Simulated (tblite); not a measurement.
C5H14N2Si.
Cartesian coordinates in Å at the GFN2-xTB level; atoms count from 1:
```xyz
22
C5H14N2Si angstrom
C     -3.1317    0.3515    0.2912
N     -1.9934    0.4896   -0.5934
C     -0.7110    0.3652    0.0571
C     -0.3519   -1.0336    0.6242
C      1.1118   -1.2654    0.2085
N      1.5811   -0.0060   -0.3198
Si     3.1321    0.6448   -0.0176
C      0.4461    0.6450   -0.9152
H     -3.2045   -0.6316    0.7785
H     -3.0632    1.1140    1.0672
H     -4.0411    0.5236   -0.2827
H     -2.0606   -0.1828   -1.3526
H     -0.6851    1.1053    0.8638
H     -1.0028   -1.7944    0.1896
H     -0.4687   -1.0640    1.7063
H      1.1671   -2.0432   -0.5673
H      1.7383   -1.5815    1.0434
H      3.3983    0.7468    1.4261
H      4.1604   -0.2272   -0.6052
H      3.1344    1.9601   -0.6509
H      0.6257    1.7071   -1.0602
H      0.2084    0.1961   -1.8918
```

Level: GFN2-xTB in tblite, geometry and Hessian alike; calculated harmonic values, unscaled, isolated species. Errors from tens to a few hundred cm⁻¹ against measured bands are possible. Modes of hydrogen on silicon can be 10 to 20 % off. One conformer, not necessarily the lowest. The optimisation stopped once no atom felt more than 0.01 eV/Å.

Lowest wavenumbers of the output (negative numbers stand for imaginary wavenumbers):
```
mode    cm-1
  1     -77.9
  2      10.9
  3      71.0
  4     113.0
  5     171.1
  6     215.5
  7     232.7
  8     291.9
  9     388.5
 10     442.8
 11     499.3
 12     559.5
 13     591.6
 14     605.2
 15     752.5
```

Q: Is this structure a minimum?

A: No. 1 mode is imaginary beyond 20i (78i cm⁻¹), so at this level the point lies at or near a first-order saddle.

Q: Which atoms move in the imaginary mode?

A: 78i: H19 (Si–H hydrogen) 20 %, H18 (Si–H hydrogen) 20 %, N6 (silicon-bound nitrogen) 17 %, Si7 (SiH3 silicon) 14 %. These are shares of the mass-weighted motion.

Q: What is the remedy?

A: Step along that mode in both directions, optimise again with tighter thresholds and repeat the frequencies. The zero-point energy of this point (115.5 kcal/mol) counts the 59 real modes alone, and thermal corrections from it aren't those of a minimum.

Hardware: an Arm Neoverse N1 with one thread, no GPU, shared host with 64 logical CPUs at a one-minute load of 57. Cost: 1.4 s wall. This covers the Hessian and the dipole derivatives.
